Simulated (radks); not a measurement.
All-electron atom: the antimony ion Sb4+ in [Kr] 4d10 5s1. Calculated with a radial shooting solver on a logarithmic mesh with Libxc functionals: scalar-relativistic Kohn-Sham, PW91, spin-polarised, spherical densities, point nucleus; open shells are filled with parallel spins first (spin-orbit coupling, left out, can overturn this in heavy ions).

Unscreened Slater integrals over Kohn-Sham orbitals (cm^-1). They are taken over the spin-up orbitals. Empty in this configuration: 5p.

| integral | value |
|---|---|
| F0(5s,5s) | 101340 |
| F0(5s,4d) | 122300 |
| G2(5s,4d) | 17334 |
| F0(5s,4p) | 125420 |
| G1(5s,4p) | 9477.0 |
| F0(5s,4s) | 126540 |
| G0(5s,4s) | 6461.7 |
| F0(5s,5p) | 94058 |
| G1(5s,5p) | 63185 |
| F0(4d,4d) | 195540 |
| F2(4d,4d) | 98732 |
| F4(4d,4d) | 65257 |
| F0(4d,4p) | 211460 |
| F2(4d,4p) | 106830 |
| G1(4d,4p) | 135770 |
| G3(4d,4p) | 83783 |
| F0(4d,4s) | 217650 |
| G2(4d,4s) | 102610 |
| F0(4d,5p) | 109060 |
| F2(4d,5p) | 33048 |
| G1(4d,5p) | 11424 |
| G3(4d,5p) | 10515 |
| F0(4p,4p) | 231960 |
| F2(4p,4p) | 121730 |
| F0(4p,4s) | 240180 |
| G1(4p,4s) | 163330 |
| F0(4p,5p) | 111390 |
| F2(4p,5p) | 28001 |
| G0(4p,5p) | 5762.8 |
| G2(4p,5p) | 7433.6 |
| F0(4s,4s) | 249480 |
| F0(4s,5p) | 112260 |
| G1(4s,5p) | 7824.9 |
| F0(5p,5p) | 88476 |
| F2(5p,5p) | 48332 |
